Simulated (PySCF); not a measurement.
Orbital levels and atomic charges: C18H24

System: C18H24 (nanocrystal C).

Cartesian coordinates (Å):
```
  1 C    -1.243   -0.718    0.771
  2 C    -1.243   -0.717   -0.771
  3 C    -1.257    0.726   -1.278
  4 C    -2.504    1.447    0.769
  5 C    -2.505    1.445   -0.768
  6 C    -1.257    0.725    1.279
  7 C     0.000   -1.451   -1.278
  8 C     1.243   -0.718    0.771
  9 C     1.243   -0.717   -0.771
 10 C     0.000   -1.451    1.278
 11 C     0.000   -2.892    0.768
 12 C     0.000   -2.892   -0.769
 13 C     1.256    0.726   -1.278
 14 C     2.505    1.446    0.767
 15 C     2.504    1.446   -0.769
 16 C     0.000    1.434    0.772
 17 C     0.000    1.435   -0.770
 18 C     1.257    0.725    1.278
 19 H    -2.134   -1.232    1.148
 20 H    -2.133   -1.232   -1.149
 21 H    -1.258    0.728   -2.374
 22 H    -2.512    2.469    1.153
 23 H    -3.394    0.946    1.155
 24 H    -2.516    2.466   -1.155
 25 H    -3.394    0.941   -1.153
 26 H    -1.260    0.726    2.375
 27 H     0.000   -1.453   -2.374
 28 H     2.134   -1.232    1.147
 29 H     2.134   -1.231   -1.148
 30 H     0.000   -1.453    2.374
 31 H    -0.880   -3.410    1.154
 32 H     0.880   -3.411    1.154
 33 H    -0.880   -3.410   -1.155
 34 H     0.880   -3.410   -1.154
 35 H     1.257    0.727   -2.374
 36 H     2.514    2.467    1.153
 37 H     3.394    0.944    1.153
 38 H     2.514    2.467   -1.155
 39 H     3.393    0.942   -1.155
 40 H     0.000    2.463    1.150
 41 H     0.000    2.464   -1.146
 42 H     1.261    0.726    2.374
```

Method: B3LYP/def2-SVP, gas phase, PySCF, fitting set def2-universal-JFIT up to Ne and JKFIT beyond, grid level 1.

Give the orbital energies near the gap.


```
orbital     eV
 HOMO-4  -8.19
 HOMO-3  -7.67
 HOMO-2  -7.32
 HOMO-1  -6.81
   HOMO  -6.81
   LUMO   0.82
 LUMO+1   1.69
 LUMO+2   1.69
 LUMO+3   1.98
```

Give the partial charges of the non-hydrogen atoms.


```
atom  Mulliken    IAO  Hirshfeld
  C1     -0.06  -0.12      -0.02
  C2     -0.06  -0.12      -0.02
  C3      0.05  -0.09      -0.02
  C4      0.15  -0.25      -0.06
  C5      0.15  -0.25      -0.06
  C6      0.05  -0.09      -0.02
  C7      0.05  -0.09      -0.02
  C8     -0.06  -0.12      -0.02
  C9     -0.06  -0.12      -0.02
 C10      0.05  -0.09      -0.02
 C11      0.15  -0.25      -0.06
 C12      0.15  -0.25      -0.06
 C13      0.05  -0.09      -0.02
 C14      0.15  -0.25      -0.06
 C15      0.15  -0.25      -0.06
 C16     -0.06  -0.12      -0.02
 C17     -0.06  -0.12      -0.02
 C18      0.05  -0.09      -0.02
```
